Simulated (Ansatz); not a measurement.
`C#CBN` + H₂O → `C#CO` + `BN` at 600 K and 1 bar (formal hydrolysis of a C–B bond).

Program: Ansatz. Geometries: PBE0-D4/def2-TZVP. ΔE: electronic, gas phase. CBS: MP2 limit from def2 TZ/QZ plus the TZ coupled-cluster correction, frozen cores. This one scheme is used for every species. One conformer a species, not always the lowest.

```
species  CCSD(T)/CBS energy (Eh)  H − E (kJ/mol)  S (J/(mol·K))
`C#CBN`               -157.99831           200.7          351.0
    H₂O                -76.37941            76.8          212.8
 `C#CO`               -152.38380           116.0          292.0
   `BN`                -81.93499           155.9          270.2
```

H − E and S are ideal-gas, rigid-rotor, harmonic terms from PBE0-D4/def2-TZVP, for one conformer and one mirror image of each species. 1 Eh = 2625.50 kJ/mol, R = 8.31446 J/(mol·K).

Problem. By hand: ΔE, ΔH, ΔS and ΔG.

Solution. ΔE = (-152.38380) + (-81.93499) − (-157.99831) − (-76.37941) = 0.05893 Eh = 154.7 kJ/mol. Δ(H − E) = 116.0 + 155.9 − 200.7 − 76.8 = -5.6, so ΔH = 149.1 kJ/mol. ΔS = 292.0 + 270.2 − 351.0 − 212.8 = -1.6 J/(mol·K). ΔG = 149.1 − 600 × (-1.6)/1000 = 150.1 kJ/mol.

Problem. By hand: the equilibrium constant, and the temperature at which ΔG would vanish if ΔH and ΔS stayed fixed.

Solution. log₁₀ K = −ΔG/(RT ln 10) = -13.1. ΔH and −TΔS have one sign here, so there is no such temperature. One of them is within its doubt of zero, so this could turn.

The number of gas molecules stays the same, so ΔS is small and ΔH decides. A doubt of 5 kJ/mol in ΔE shifts log₁₀ K by 0.4 here. Other conformers and mirror images would add mixing entropy, several J/(mol·K) or more a flexible species. These are equilibria of isolated gas molecules and say nothing of rates. Largest T1 diagnostic: 0.014 (customary marks: 0.02 for closed shells, 0.045 for open ones).
